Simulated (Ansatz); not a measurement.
Cost and result for the atomization energy of C2H5FGeO2Si, SMILES `[OH][GeH2][C]#C[SiH](O)F` (12 atoms, 11 bonds).

```xyz
12

O     0.432    2.813   -1.699
Ge   -0.929    1.678   -1.608
C    -0.485    0.278   -0.385
C    -0.206   -0.604    0.401
Si    0.244   -1.899    1.600
O     1.858   -2.056    1.703
F    -0.431   -3.247    1.089
H     0.665    3.184   -0.844
H    -2.194    2.375   -1.087
H    -1.077    1.119   -3.021
H    -0.255   -1.619    2.953
H     2.377   -2.022    0.898
```

Total charge 0; spin multiplicity 1. Correlated methods include outer-core shells of Ge, which these sets cover unevenly. Scalar relativity is left out up to krypton. All single points use the PBE0-D4/def2-TZVP geometry. It is one conformer, not always the lowest. Program: Ansatz. All runs use 2 threads of an AMD EPYC 7R13 on a shared host and a share of an NVIDIA H100 80 GB. Times are those of one run each, without the atoms' runs, and a repeat can differ threefold. Electronic energies, without spin–orbit coupling; frozen cores. CCSD(T)/CBS adds CCSD(T) − MP2 in def2-TZVPP to the MP2 limit, and its time is that of the two runs behind it. T1 = 0.012. With those shells the extrapolation isn't a true limit. B3LYP takes the VWN-RPA correlation (the form of Gaussian; ORCA's B3LYP/G).

CCSD(T)/CBS is a level of theory with its own doubt, some kJ/mol a heavy atom from the limit and from the frozen cores, so smaller differences don't rank the functionals.

```
                             level  functions  wall time  atomization (kJ/mol)  difference from CCSD(T)/CBS  per bond
                PBE0-D4/def2-TZVPP        315      2.7 s                4708.4                        -70.5      -6.4
   PBE-D4/def2-TZVPP (with forces)        315      2.9 s                4826.2                         47.3       4.3
r2SCAN-D4/def2-TZVPP (with forces)        315      3.3 s                4759.0                        -19.9      -1.8
                 B2PLYP/def2-TZVPP        315      3.6 s                4705.1                        -73.8      -6.7
 B3LYP-D4/def2-TZVPP (with forces)        315      3.9 s                4714.1                        -64.8      -5.9
  ωB97M-V/def2-TZVPP (with forces)        315      4.2 s                4747.9                        -31.0      -2.8
                ωB97X-V/def2-TZVPP        315      4.5 s                4755.6                        -23.3      -2.1
                    MP2/def2-QZVPP        594      4.9 s                4876.6                         97.7       8.9
                CCSD(T)/def2-TZVPP        315      6.5 s                4647.0                       -131.9     -12.0
                 CCSD(T)/CBS(def2)          –       11 s                4778.9                          0.0       0.0
```

The D4 term adds +42.9 kJ/mol with B3LYP and +22.7 kJ/mol with PBE0; it sums over pairs of atoms, weighted by their polarisabilities, and B3LYP, whose exchange is more repulsive, gets the larger term. From PBE to PBE0 (25 % exact exchange), in def2-TZVPP and without D4, the atomization energy moves by −114.0 kJ/mol: exact exchange takes away binding that semilocal exchange gives to molecules. In def2-TZVPP, CCSD(T) changes the Hartree–Fock value by +1270.8 kJ/mol (the triples alone add +88.9 kJ/mol) and MP2 by +1421.5 kJ/mol; breaking electron pairs costs correlation energy, which Hartree–Fock lacks.
